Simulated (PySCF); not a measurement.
## MOOH across group 4

Level: PBE0, basis family def2-TZVP, scalar-relativistic core potentials from Rb on and no relativity for lighter atoms.

Each entry is the lowest minimum that a search over a few typed start shapes (and spin states, where more than one is plausible) found, or that minimum re-optimised at the stated level; isomers with ligand–ligand bonds, or fragments after loss of a ligand pair, can lie lower. Open shells are unrestricted; no spin–orbit coupling; PySCF with density fitting.

| molecule | 2S+1 | point group | mean bond to the central atom (Å) | highest ω (cm⁻¹) | distinct angles (°) | dipole (D) |
| --- | --- | --- | --- | --- | --- | --- |
| TiO(OH) | 2 | Cs | 1.720 | 3947 | 133/117 | 3.90 |
| ZrO(OH) | 2 | Cs | 1.832 | 3932 | 132/108 | 2.90 |
| HfO(OH) | 2 | Cs | 1.841 | 3936 | 131/109 | 3.32 |

Spin–orbit coupling can matter for HfO(OH).

Left out of the table are members whose search was unfinished or whose lowest solution was spin-contaminated, unstable, very soft or bonded differently.
